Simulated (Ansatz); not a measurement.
`F[Si](F)([SiH3])Br` → `F[SiH](F)Br` + `[SiH2]` at 600 K and 1 bar (silylene loss).

Calculated with Ansatz (gas phase, PBE0-D4/def2-TZVP geometries, no zero-point term in ΔE). CBS: MP2 limit from def2 TZ/QZ plus the TZ coupled-cluster correction, frozen cores. This one scheme is used for every species. For Br outer-core shells are correlated without core-valence functions, which leaves a few kJ/mol of doubt a bond. Scalar relativity is left out up to krypton.

| species | CCSD(T)/CBS energy (Eh) | H − E (kJ/mol) | S (J/(mol·K)) |
| --- | --- | --- | --- |
| `F[Si](F)([SiH3])Br` | -3353.04613 | 147.5 | 464.0 |
| `F[SiH](F)Br` | -3062.76774 | 81.9 | 367.1 |
| `[SiH2]` | -290.19011 | 52.1 | 233.9 |

H − E and S are ideal-gas, rigid-rotor, harmonic terms from PBE0-D4/def2-TZVP. 1 Eh = 2625.50 kJ/mol, R = 8.31446 J/(mol·K).

Question: By hand: ΔE, ΔH, ΔS and ΔG.

Answer: ΔE = (-3062.76774) + (-290.19011) − (-3353.04613) = 0.08828 Eh = 231.8 kJ/mol. Δ(H − E) = 81.9 + 52.1 − 147.5 = -13.5, so ΔH = 218.3 kJ/mol. ΔS = 367.1 + 233.9 − 464.0 = 137.0 J/(mol·K). ΔG = 218.3 − 600 × (137.0)/1000 = 136.1 kJ/mol.

Question: By hand: the equilibrium constant, and the temperature at which ΔG would vanish if ΔH and ΔS stayed fixed.

Answer: log₁₀ K = −ΔG/(RT ln 10) = -11.8. ΔG = 0 at ΔH/ΔS = 1593 K.

The number of gas molecules changes by +1, which sets the sign of ΔS. A doubt of 5 kJ/mol in ΔE shifts log₁₀ K by 0.4 here. These are equilibria of isolated gas molecules and say nothing of rates. Largest T1 diagnostic: 0.014 (customary marks: 0.02 for closed shells, 0.045 for open ones).
